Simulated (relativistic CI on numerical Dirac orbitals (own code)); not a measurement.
# Ligand-field terms of d5

Computed with a parametric ligand-field model of a d^n configuration (Racah B and C, spin-orbit zeta, crystal field), exact diagonalisation.

Field parameters in Wybourne normalisation: Oh B⁴₀ = 21Dq, B⁴₄ = √(5/14) B⁴₀; Td as Oh with Dq negative (B⁴₀ = 21Dq, B⁴₄ = √(5/14) B⁴₀). The field is a parameter set, without covalency.

Problem. Ground term and bands for B = 370, C = 1640, ζ = 0 cm⁻¹, Oh, 10Dq = 4700 cm⁻¹?

Solution. Ground term 6A1 with 2.00 electrons in the two orbitals of the cubic e set. Spin-allowed: none. Lowest spin-forbidden: 4T1 8393 cm⁻¹ (1191 nm), 4T2 10370 cm⁻¹ (964 nm), 2T2 10792 cm⁻¹ (927 nm). A high-spin d5 ion has no spin-allowed d-d band, hence its pale colour.

Problem. Ground term and bands for B = 720, C = 3250, ζ = 0 cm⁻¹, Oh, 10Dq = 5000 cm⁻¹?

Solution. Ground term 6A1 with 2.00 electrons in the two orbitals of the cubic e set. Spin-allowed: none. Lowest spin-forbidden: 4T1 20450 cm⁻¹ (489 nm), 4T2 22656 cm⁻¹ (441 nm), 4A1+E 23450 cm⁻¹ (426 nm). A high-spin d5 ion has no spin-allowed d-d band, hence its pale colour.

Problem. Ground term and bands for B = 550, C = 2030, ζ = 0 cm⁻¹, Oh, 10Dq = 3250 cm⁻¹?

Solution. Ground term 6A1 with 2.00 electrons in the two orbitals of the cubic e set. Spin-allowed: none. Lowest spin-forbidden: 4T1 13592 cm⁻¹ (736 nm), 4T2 15185 cm⁻¹ (659 nm), 4A1+E 15650 cm⁻¹ (639 nm). A high-spin d5 ion has no spin-allowed d-d band, hence its pale colour.

Problem. Ground term and bands for B = 980, C = 3590, ζ = 0 cm⁻¹, Td, 10Dq = -2650 cm⁻¹?

Solution. Ground term 6A1 with 2.00 electrons in the two orbitals of the cubic e set. Spin-allowed: none. Lowest spin-forbidden: 4T1 26632 cm⁻¹ (375 nm), 4T2 27588 cm⁻¹ (362 nm), 4A1+E 27750 cm⁻¹ (360 nm). A high-spin d5 ion has no spin-allowed d-d band, hence its pale colour.

Problem. Ground term and bands for B = 340, C = 1720, ζ = 0 cm⁻¹, Td, 10Dq = -3200 cm⁻¹?

Solution. Ground term 6A1 with 2.00 electrons in the two orbitals of the cubic e set. Spin-allowed: none. Lowest spin-forbidden: 4T1 9952 cm⁻¹ (1005 nm), 4T2 11305 cm⁻¹ (885 nm), 4A1+E 12000 cm⁻¹ (833 nm). A high-spin d5 ion has no spin-allowed d-d band, hence its pale colour.
